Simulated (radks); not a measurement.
Results of a calculation; reference values are marked as such.
All-electron atom: Zn7+ in [Ar] 3d5. Code: a radial shooting solver on a logarithmic mesh with Libxc functionals. Model: Dirac Kohn-Sham, PBE, spin-unpolarised, spherical densities, point nucleus; open shells fill j = l - 1/2 first.

Normalised radial functions P(r) = r R(r) (large component), r in bohr:

```
   r/bohr * 3s1/2, o 3p1/2, + 3d3/2 (the largest magnitude, 1.39, reaches the edge; | marks zero, & curves that meet)
 0.001676                             &*
 0.002365                             & *
 0.003336                             &  *
 0.004743                             &  *
  0.00669                             &   *
 0.009437                             +o    *
  0.01331                             +o     *
  0.01893                             + o     *
   0.0267                             +  o    *
  0.03766                             +    o *
  0.05312                             |+ *    o
  0.07554                          *  | +         o
   0.1066                   *         |  +          o
   0.1503              *              |      +     o
    0.212                   *         |    o      +
   0.3015                     o       |   *             +
   0.4252       o                     |                    * +
   0.5998   o                         |                      +   *
   0.8461          o                  |                 +*
    1.203                     o       |      *  +
    1.697                           o |* +
    2.394                             &+
```

3s1/2: eigenvalue -278.34 eV, 2 radial nodes at r = 0.0652, 0.276 bohr, <r> = 0.650 bohr, 90 % of the charge inside 0.962 bohr. 3p1/2: eigenvalue -233.59 eV, 1 radial node at r = 0.246 bohr, <r> = 0.658 bohr, 90 % of the charge inside 0.997 bohr. 3d3/2: eigenvalue -155.12 eV, 0 radial nodes, <r> = 0.673 bohr, 90 % of the charge inside 1.08 bohr.
